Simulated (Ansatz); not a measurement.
A short molecular-dynamics run on ClH₅O₂SSi₂, SMILES `O[SiH](O)S[SiH2]Cl`.

```yaml
crystal:
  periodic: [false, false, false]
  atoms:
    - {symbol: O, position_ang: [-1.307900, -1.996734, -1.063047]}
    - {symbol: Si, position_ang: [-0.113028, -1.033712, -0.500657]}
    - {symbol: O, position_ang: [1.177511, -1.187745, -1.477630]}
    - {symbol: S, position_ang: [-0.920212, 0.957951, -0.461837]}
    - {symbol: Si, position_ang: [0.334789, 1.742810, 1.057426]}
    - {symbol: Cl, position_ang: [-0.369632, 1.302535, 2.935754]}
    - {symbol: H, position_ang: [-2.201844, -1.820270, -0.765375]}
    - {symbol: H, position_ang: [0.374018, -1.394921, 0.844269]}
    - {symbol: H, position_ang: [1.061362, -1.016983, -2.414122]}
    - {symbol: H, position_ang: [0.332439, 3.212732, 0.907331]}
    - {symbol: H, position_ang: [1.697797, 1.177436, 0.958290]}
basis:
  gaussian: {orbitals: def2-SVP}
hamiltonian: {xc: {name: r2SCAN}, dispersion: d4}
md: {timestep: 0.5 fs, n_steps: 20, ensemble: nvt_langevin, temperature: 500, initial_velocities: maxwell_boltzmann, friction: 0.01, seed: 818}
```

```sh
$ ansatz run in.yaml --threads 2 --pin off --events-out ev --progress --plain --max-ram 32768MiB --backend cpu
```

| step | time (fs) | potential energy (eV) | kinetic (eV) | T (K) | conserved (eV) |
| --- | --- | --- | --- | --- | --- |
| 0 | 0.0 | -43273.8339 | 0.6463 | 455 | – |
| 1 | 0.5 | -43273.8209 | 0.6287 | 442 | – |
| 2 | 1.0 | -43273.7828 | 0.5910 | 416 | – |
| 3 | 1.5 | -43273.7323 | 0.5367 | 377 | – |
| 4 | 2.0 | -43273.6868 | 0.5141 | 362 | – |
| 5 | 2.5 | -43273.6591 | 0.4948 | 348 | – |
| 6 | 3.0 | -43273.6499 | 0.5246 | 369 | – |
| 7 | 3.5 | -43273.6583 | 0.5473 | 385 | – |
| 8 | 4.0 | -43273.6725 | 0.5874 | 413 | – |
| 9 | 4.5 | -43273.6743 | 0.5917 | 416 | – |
| 10 | 5.0 | -43273.6481 | 0.5723 | 402 | – |
| 11 | 5.5 | -43273.5873 | 0.5437 | 382 | – |
| 12 | 6.0 | -43273.5090 | 0.4473 | 315 | – |
| 13 | 6.5 | -43273.4506 | 0.4091 | 288 | – |
| 14 | 7.0 | -43273.4409 | 0.3996 | 281 | – |
| 15 | 7.5 | -43273.4762 | 0.4260 | 300 | – |
| 16 | 8.0 | -43273.5205 | 0.4874 | 343 | – |
| 17 | 8.5 | -43273.5381 | 0.4979 | 350 | – |
| 18 | 9.0 | -43273.5146 | 0.4916 | 346 | – |
| 19 | 9.5 | -43273.4626 | 0.4632 | 326 | – |
| 20 | 10.0 | -43273.4068 | 0.3960 | 279 | – |

Velocities are drawn at the set temperature; a run this short doesn't reach equilibrium.

Frames (Å, forces in eV/Å):

```xyz
11
time=0.0 fs
O    -1.308   -1.997   -1.063   -0.227   -0.399   -0.313
Si   -0.113   -1.034   -0.501    0.007    0.073    0.518
O     1.178   -1.188   -1.478    0.601   -0.089   -0.109
S    -0.920    0.958   -0.462   -0.245    0.192   -0.187
Si    0.335    1.743    1.057    0.130    0.164   -0.077
Cl   -0.370    1.303    2.936   -0.133   -0.105    0.362
H    -2.202   -1.820   -0.765   -0.301    0.031    0.078
H     0.374   -1.395    0.844    0.050    0.013    0.101
H     1.061   -1.017   -2.414   -0.033    0.044   -0.301
H     0.332    3.213    0.907    0.014    0.124   -0.035
H     1.698    1.177    0.958    0.138   -0.047   -0.037
11
time=0.5 fs
O    -1.304   -1.996   -1.062   -1.199   -0.349   -0.135
Si   -0.116   -1.032   -0.502    0.131    0.074    0.725
O     1.178   -1.187   -1.472    0.594    0.029   -0.844
S    -0.918    0.959   -0.463   -0.322    0.229   -0.218
Si    0.332    1.742    1.056    0.075    0.242   -0.030
Cl   -0.369    1.301    2.936   -0.136   -0.096    0.346
H    -2.220   -1.825   -0.772    0.563   -0.104   -0.175
H     0.379   -1.404    0.843   -0.004    0.063    0.030
H     1.066   -1.012   -2.422    0.036   -0.075    0.370
H     0.354    3.212    0.909   -0.043    0.136   -0.036
H     1.687    1.183    0.951    0.304   -0.148   -0.033
11
time=1.0 fs
O    -1.301   -1.995   -1.062   -2.019   -0.338   -0.023
Si   -0.119   -1.030   -0.503    0.245    0.081    0.904
O     1.178   -1.185   -1.466    0.599    0.129   -1.458
S    -0.915    0.960   -0.464   -0.397    0.262   -0.250
Si    0.329    1.741    1.056    0.036    0.326    0.013
Cl   -0.369    1.298    2.936   -0.139   -0.087    0.331
H    -2.237   -1.831   -0.780    1.277   -0.199   -0.360
H     0.383   -1.413    0.840   -0.048    0.107   -0.011
H     1.069   -1.007   -2.427    0.091   -0.174    0.917
H     0.375    3.211    0.911   -0.097    0.132   -0.035
H     1.677    1.188    0.944    0.450   -0.239   -0.029
11
time=1.5 fs
O    -1.297   -1.994   -1.062   -2.649   -0.369    0.022
Si   -0.122   -1.029   -0.505    0.368    0.091    1.067
O     1.179   -1.183   -1.460    0.607    0.207   -1.937
S    -0.913    0.961   -0.465   -0.471    0.294   -0.282
Si    0.327    1.741    1.055    0.006    0.408    0.054
Cl   -0.369    1.297    2.936   -0.143   -0.077    0.319
H    -2.250   -1.837   -0.786    1.796   -0.250   -0.478
H     0.386   -1.422    0.837   -0.087    0.148   -0.037
H     1.071   -1.003   -2.431    0.134   -0.250    1.331
H     0.396    3.211    0.912   -0.150    0.124   -0.032
H     1.669    1.193    0.937    0.587   -0.325   -0.026
11
time=2.0 fs
O    -1.294   -1.993   -1.061   -3.060   -0.450   -0.002
Si   -0.125   -1.027   -0.506    0.510    0.122    1.201
O     1.179   -1.181   -1.455    0.621    0.256   -2.248
S    -0.910    0.962   -0.465   -0.546    0.325   -0.316
Si    0.325    1.740    1.054    0.013    0.481    0.091
Cl   -0.368    1.295    2.937   -0.146   -0.069    0.306
H    -2.258   -1.845   -0.793    2.082   -0.262   -0.531
H     0.389   -1.430    0.832   -0.117    0.178   -0.037
H     1.074   -0.999   -2.432    0.159   -0.296    1.584
H     0.417    3.211    0.913   -0.201    0.107   -0.029
H     1.661    1.195    0.930    0.685   -0.392   -0.020
11
time=2.5 fs
O    -1.292   -1.992   -1.061   -3.259   -0.553   -0.070
Si   -0.128   -1.026   -0.507    0.668    0.151    1.312
O     1.180   -1.180   -1.449    0.636    0.273   -2.363
S    -0.908    0.963   -0.466   -0.625    0.359   -0.351
Si    0.322    1.739    1.053    0.092    0.533    0.125
Cl   -0.367    1.293    2.937   -0.150   -0.060    0.293
H    -2.260   -1.852   -0.800    2.159   -0.246   -0.528
H     0.393   -1.435    0.827   -0.149    0.198   -0.027
H     1.077   -0.996   -2.428    0.168   -0.309    1.644
H     0.437    3.211    0.915   -0.252    0.081   -0.027
H     1.657    1.195    0.923    0.711   -0.428   -0.009
11
time=3.0 fs
O    -1.290   -1.990   -1.061   -3.268   -0.667   -0.172
Si   -0.131   -1.024   -0.508    0.840    0.173    1.400
O     1.181   -1.177   -1.444    0.635    0.264   -2.294
S    -0.905    0.963   -0.468   -0.703    0.395   -0.387
Si    0.320    1.739    1.052    0.225    0.550    0.157
Cl   -0.366    1.291    2.937   -0.156   -0.051    0.281
H    -2.259   -1.861   -0.810    2.064   -0.205   -0.480
H     0.399   -1.438    0.822   -0.188    0.210   -0.011
H     1.080   -0.992   -2.420    0.169   -0.293    1.528
H     0.458    3.210    0.917   -0.300    0.064   -0.026
H     1.655    1.193    0.917    0.682   -0.438    0.004
11
time=3.5 fs
O    -1.288   -1.989   -1.061   -3.046   -0.786   -0.308
Si   -0.135   -1.023   -0.508    1.021    0.181    1.451
O     1.183   -1.175   -1.439    0.619    0.222   -2.018
S    -0.903    0.964   -0.469   -0.777    0.433   -0.419
Si    0.318    1.738    1.052    0.400    0.536    0.181
Cl   -0.364    1.289    2.938   -0.163   -0.042    0.269
H    -2.253   -1.871   -0.821    1.760   -0.143   -0.384
H     0.405   -1.439    0.817   -0.227    0.215    0.015
H     1.084   -0.990   -2.408    0.154   -0.241    1.217
H     0.478    3.209    0.918   -0.345    0.049   -0.025
H     1.655    1.189    0.912    0.604   -0.424    0.020
11
time=4.0 fs
O    -1.287   -1.988   -1.061   -2.571   -0.897   -0.477
Si   -0.138   -1.021   -0.509    1.194    0.167    1.498
O     1.185   -1.174   -1.434    0.611    0.140   -1.516
S    -0.901    0.965   -0.471   -0.846    0.471   -0.449
Si    0.315    1.738    1.051    0.605    0.500    0.201
Cl   -0.363    1.287    2.938   -0.171   -0.034    0.260
H    -2.242   -1.881   -0.833    1.221   -0.068   -0.243
H     0.412   -1.440    0.812   -0.269    0.222    0.034
H     1.090   -0.987   -2.391    0.122   -0.146    0.681
H     0.497    3.208    0.922   -0.386    0.038   -0.029
H     1.657    1.183    0.907    0.490   -0.391    0.040
11
time=4.5 fs
O    -1.287   -1.987   -1.062   -1.826   -1.008   -0.685
Si   -0.141   -1.019   -0.510    1.363    0.144    1.557
O     1.188   -1.172   -1.430    0.610    0.016   -0.811
S    -0.898    0.966   -0.472   -0.915    0.504   -0.485
Si    0.313    1.738    1.051    0.823    0.431    0.221
Cl   -0.362    1.285    2.938   -0.182   -0.028    0.255
H    -2.228   -1.891   -0.845    0.425    0.019   -0.056
H     0.417   -1.440    0.808   -0.315    0.229    0.035
H     1.096   -0.983   -2.371    0.078   -0.009   -0.055
H     0.515    3.205    0.926   -0.421    0.049   -0.037
H     1.659    1.175    0.902    0.360   -0.347    0.060
11
time=5.0 fs
O    -1.287   -1.986   -1.062   -0.797   -1.111   -0.926
Si   -0.144   -1.018   -0.511    1.522    0.110    1.602
O     1.190   -1.170   -1.425    0.603   -0.135    0.007
S    -0.896    0.967   -0.474   -0.984    0.533   -0.525
Si    0.311    1.738    1.050    1.045    0.335    0.245
Cl   -0.361    1.284    2.938   -0.191   -0.021    0.250
H    -2.211   -1.901   -0.858   -0.634    0.113    0.175
H     0.420   -1.440    0.806   -0.361    0.236    0.021
H     1.103   -0.981   -2.352    0.026    0.154   -0.885
H     0.531    3.202    0.929   -0.449    0.078   -0.045
H     1.661    1.166    0.897    0.220   -0.291    0.081
11
time=5.5 fs
O    -1.287   -1.985   -1.063    0.393   -1.197   -1.172
Si   -0.147   -1.016   -0.511    1.667    0.069    1.625
O     1.193   -1.168   -1.421    0.590   -0.301    0.868
S    -0.894    0.969   -0.475   -1.050    0.562   -0.561
Si    0.309    1.738    1.049    1.253    0.226    0.269
Cl   -0.360    1.282    2.938   -0.200   -0.015    0.244
H    -2.194   -1.911   -0.872   -1.840    0.199    0.416
H     0.423   -1.439    0.805   -0.401    0.242    0.006
H     1.112   -0.978   -2.334   -0.026    0.331   -1.744
H     0.546    3.198    0.933   -0.470    0.116   -0.056
H     1.662    1.156    0.891    0.084   -0.232    0.104
11
time=6.0 fs
O    -1.287   -1.984   -1.064    1.443   -1.250   -1.366
Si   -0.149   -1.014   -0.511    1.790    0.030    1.625
O     1.195   -1.165   -1.417    0.562   -0.454    1.622
S    -0.892    0.970   -0.477   -1.113    0.592   -0.596
Si    0.306    1.738    1.048    1.437    0.126    0.292
Cl   -0.359    1.280    2.938   -0.209   -0.011    0.242
H    -2.182   -1.920   -0.885   -2.897    0.255    0.606
H     0.424   -1.439    0.804   -0.430    0.244    0.003
H     1.120   -0.974   -2.318   -0.064    0.492   -2.485
H     0.559    3.194    0.939   -0.487    0.155   -0.068
H     1.664    1.147    0.885   -0.034   -0.179    0.126
11
time=6.5 fs
O    -1.287   -1.983   -1.065    2.048   -1.268   -1.462
Si   -0.151   -1.012   -0.511    1.900   -0.007    1.607
O     1.198   -1.162   -1.414    0.508   -0.541    2.031
S    -0.890    0.971   -0.479   -1.174    0.625   -0.628
Si    0.304    1.738    1.047    1.594    0.050    0.313
Cl   -0.357    1.279    2.937   -0.217   -0.010    0.240
H    -2.175   -1.927   -0.896   -3.505    0.273    0.693
H     0.423   -1.438    0.803   -0.446    0.243    0.012
H     1.127   -0.968   -2.308   -0.077    0.586   -2.872
H     0.570    3.191    0.944   -0.501    0.182   -0.079
H     1.664    1.138    0.879   -0.129   -0.133    0.146
11
time=7.0 fs
O    -1.286   -1.983   -1.066    1.990   -1.259   -1.442
Si   -0.154   -1.011   -0.511    2.010   -0.036    1.584
O     1.202   -1.159   -1.409    0.425   -0.518    1.917
S    -0.887    0.972   -0.481   -1.236    0.664   -0.658
Si    0.302    1.738    1.046    1.732   -0.011    0.326
Cl   -0.356    1.277    2.937   -0.225   -0.010    0.241
H    -2.177   -1.933   -0.905   -3.458    0.252    0.655
H     0.422   -1.437    0.802   -0.456    0.241    0.028
H     1.132   -0.960   -2.305   -0.060    0.568   -2.731
H     0.580    3.189    0.949   -0.514    0.198   -0.088
H     1.664    1.130    0.874   -0.209   -0.090    0.167
11
time=7.5 fs
O    -1.285   -1.982   -1.067    1.261   -1.231   -1.320
Si   -0.156   -1.008   -0.510    2.105   -0.063    1.556
O     1.205   -1.157   -1.405    0.328   -0.381    1.306
S    -0.885    0.973   -0.482   -1.300    0.706   -0.689
Si    0.300    1.738    1.046    1.862   -0.076    0.344
Cl   -0.355    1.276    2.937   -0.234   -0.008    0.242
H    -2.187   -1.939   -0.912   -2.737    0.206    0.513
H     0.421   -1.436    0.801   -0.464    0.239    0.045
H     1.137   -0.953   -2.310   -0.017    0.435   -2.088
H     0.589    3.186    0.953   -0.522    0.219   -0.096
H     1.664    1.121    0.868   -0.282   -0.046    0.186
11
time=8.0 fs
O    -1.284   -1.981   -1.069    0.136   -1.198   -1.143
Si   -0.158   -1.006   -0.510    2.168   -0.093    1.522
O     1.209   -1.155   -1.400    0.232   -0.178    0.406
S    -0.882    0.974   -0.484   -1.364    0.743   -0.722
Si    0.298    1.737    1.045    1.982   -0.132    0.368
Cl   -0.354    1.275    2.937   -0.243   -0.007    0.241
H    -2.204   -1.945   -0.919   -1.605    0.163    0.321
H     0.420   -1.435    0.800   -0.468    0.236    0.058
H     1.141   -0.944   -2.319    0.035    0.232   -1.152
H     0.595    3.183    0.957   -0.526    0.234   -0.103
H     1.662    1.111    0.864   -0.347    0.000    0.204
11
time=8.5 fs
O    -1.283   -1.981   -1.070   -1.076   -1.174   -0.966
Si   -0.159   -1.004   -0.509    2.206   -0.125    1.475
O     1.212   -1.153   -1.396    0.144    0.047   -0.571
S    -0.880    0.975   -0.486   -1.425    0.782   -0.754
Si    0.296    1.737    1.044    2.081   -0.169    0.392
Cl   -0.353    1.273    2.937   -0.252   -0.005    0.241
H    -2.225   -1.949   -0.926   -0.369    0.136    0.135
H     0.418   -1.432    0.800   -0.469    0.229    0.072
H     1.147   -0.935   -2.332    0.083    0.004   -0.133
H     0.601    3.182    0.961   -0.528    0.232   -0.109
H     1.660    1.101    0.860   -0.394    0.043    0.218
11
time=9.0 fs
O    -1.282   -1.980   -1.072   -2.158   -1.167   -0.825
Si   -0.160   -1.002   -0.509    2.233   -0.152    1.409
O     1.216   -1.151   -1.392    0.066    0.254   -1.440
S    -0.877    0.977   -0.488   -1.480    0.819   -0.783
Si    0.295    1.737    1.043    2.164   -0.199    0.416
Cl   -0.352    1.272    2.937   -0.260   -0.003    0.240
H    -2.246   -1.955   -0.934    0.746    0.130   -0.010
H     0.416   -1.428    0.800   -0.465    0.217    0.092
H     1.153   -0.925   -2.346    0.114   -0.208    0.787
H     0.606    3.181    0.964   -0.528    0.222   -0.116
H     1.656    1.090    0.857   -0.431    0.086    0.231
11
time=9.5 fs
O    -1.282   -1.979   -1.074   -2.998   -1.167   -0.728
Si   -0.162   -1.000   -0.508    2.241   -0.175    1.327
O     1.219   -1.149   -1.388    0.003    0.417   -2.088
S    -0.875    0.978   -0.490   -1.531    0.845   -0.814
Si    0.293    1.736    1.042    2.226   -0.217    0.443
Cl   -0.351    1.271    2.937   -0.271   -0.003    0.244
H    -2.266   -1.960   -0.942    1.631    0.141   -0.105
H     0.413   -1.424    0.801   -0.454    0.200    0.118
H     1.160   -0.915   -2.358    0.127   -0.375    1.488
H     0.609    3.180    0.968   -0.525    0.211   -0.123
H     1.652    1.078    0.855   -0.449    0.123    0.238
11
time=10.0 fs
O    -1.281   -1.979   -1.076   -3.575   -1.157   -0.663
Si   -0.163   -0.998   -0.507    2.231   -0.211    1.229
O     1.223   -1.147   -1.384   -0.047    0.517   -2.456
S    -0.873    0.980   -0.492   -1.578    0.864   -0.848
Si    0.291    1.735    1.041    2.270   -0.222    0.483
Cl   -0.350    1.269    2.937   -0.282   -0.002    0.245
H    -2.283   -1.964   -0.950    2.266    0.159   -0.159
H     0.408   -1.420    0.801   -0.435    0.184    0.147
H     1.167   -0.908   -2.365    0.122   -0.479    1.914
H     0.612    3.179    0.972   -0.522    0.195   -0.131
H     1.646    1.068    0.854   -0.449    0.152    0.239
```

Hardware: 2 threads of a server CPU on a shared host. Wall time 2.3 min, peak host memory 0.53 GiB.
